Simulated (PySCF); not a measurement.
Cyclo-(F2GeO)5.
Bonds: Ge1–F2, Ge1–F3, Ge1–O4, Ge1–O20, O4–Ge5, Ge5–F6, Ge5–F7, Ge5–O8, O8–Ge9, Ge9–F10, Ge9–F11, Ge9–O12, O12–Ge13, Ge13–F14, Ge13–F15, Ge13–O16, O16–Ge17, Ge17–F18, Ge17–F19, Ge17–O20.

The calculation used PBE0-D3(BJ)/def2-SVP geometry optimisation, gas phase in PySCF.

Entries marked ? are missing. Bonds in one row agree within 0.01 Å.

| coordinate | value |
| --- | --- |
| Ge1–F2 and 5 like bonds | ? |
| Ge1–F3 | ? |
| Ge1–O4 | ? |
| Ge1–O20, Ge13–O16 | ? |
| O4–Ge5, Ge9–O12 | ? |
| Ge5–F6, Ge9–F10, Ge13–F14 | ? |
| Ge5–O8 and 4 like bonds | ? |
| F2–Ge1–F3 | ? |
| F2–Ge1–O4 | ? |
| F2–Ge1–O20 | ? |
| F3–Ge1–O4 | ? |
| O4–Ge1–O20 | ? |
| Ge1–O4–Ge5 | 124.5° |
| O4–Ge5–F6 | ? |
| Ge5–O8–Ge9 | 132.0° |
| Ge13–O16–Ge17 | 135.6° |
| O16–Ge17–O20 | ? |
| F18–Ge17–F19 | ? |

Task: Fill in the missing values.

Result: 
- Ge1–F2 and 5 like bonds = 1.700 Å (ends: germanium bonded to 2 F and 2 O; fluorine bonded to Ge); 0.07 Å below the sum of covalent radii, 1.77 Å.
- Ge1–F3 = 1.716 Å (ends: germanium bonded to 2 F and 2 O; fluorine bonded to Ge); 0.05 Å below the sum of covalent radii, 1.77 Å.
- Ge1–O4 = 1.747 Å (ends: germanium bonded to 2 F and 2 O; oxygen bonded to 2 Ge); 0.11 Å below the sum of covalent radii, 1.86 Å.
- Ge1–O20, Ge13–O16 = 1.728 Å (ends: germanium bonded to 2 F and 2 O; oxygen bonded to 2 Ge); 0.13 Å below the sum of covalent radii, 1.86 Å.
- O4–Ge5, Ge9–O12 = 1.757 Å (ends: oxygen bonded to 2 Ge; germanium bonded to 2 F and 2 O); 0.10 Å below the sum of covalent radii, 1.86 Å.
- Ge5–F6, Ge9–F10, Ge13–F14 = 1.709 Å (ends: germanium bonded to 2 F and 2 O; fluorine bonded to Ge); 0.06 Å below the sum of covalent radii, 1.77 Å.
- Ge5–O8 and 4 like bonds = 1.740 Å (ends: germanium bonded to 2 F and 2 O; oxygen bonded to 2 Ge); 0.12 Å below the sum of covalent radii, 1.86 Å.
- F2–Ge1–F3 = 107.6°, at the germanium bonded to 2 F and 2 O; the outer atoms are 2.756 Å apart.
- F2–Ge1–O4 = 112.0°, at the germanium bonded to 2 F and 2 O; the outer atoms are 2.858 Å apart.
- F2–Ge1–O20 = 109.2°, at the germanium bonded to 2 F and 2 O; the outer atoms are 2.794 Å apart.
- F3–Ge1–O4 = 105.8°, at the germanium bonded to 2 F and 2 O; the outer atoms are 2.763 Å apart.
- O4–Ge1–O20 = 110.9°, at the germanium bonded to 2 F and 2 O; the outer atoms are 2.863 Å apart.
- O4–Ge5–F6 = 108.0°, at the germanium bonded to 2 F and 2 O; the outer atoms are 2.801 Å apart.
- O16–Ge17–O20 = 113.5°, at the germanium bonded to 2 F and 2 O; the outer atoms are 2.908 Å apart.
- F18–Ge17–F19 = 108.6°, at the germanium bonded to 2 F and 2 O; the outer atoms are 2.763 Å apart.

Radii are Cordero's.

No frequency check. The numbers are those of one conformer (F2–Ge1–O4–Ge5 -86°, F2–Ge1–O20–Ge17 -126°, Ge1–O4–Ge5–F6 52°, O4–Ge5–O8–Ge9 -10°, Ge5–O8–Ge9–F10 -127°).
